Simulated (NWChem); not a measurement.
C₃H₄FNSi; SMILES N#C/C([SiH3])=C/F

Task: Give the equilibrium geometry at PBE0/def2-SVP (NWChem) as a Z-matrix, with the point group.

Result: point group Cs; any orientation.
```
C
C 1 1.3429
F 2 1.3159 1 122.33
H 2 1.0956 3 112.80 1 180.00
C 1 1.4252 2 117.69 4 0.00
N 5 1.1610 2 152.55 4 0.00
Si 1 1.8963 2 124.18 4 180.00
H 7 1.4873 1 109.19 2 0.00
H 7 1.4906 8 110.62 1 119.20
H 7 1.4906 8 110.62 9 121.60
```
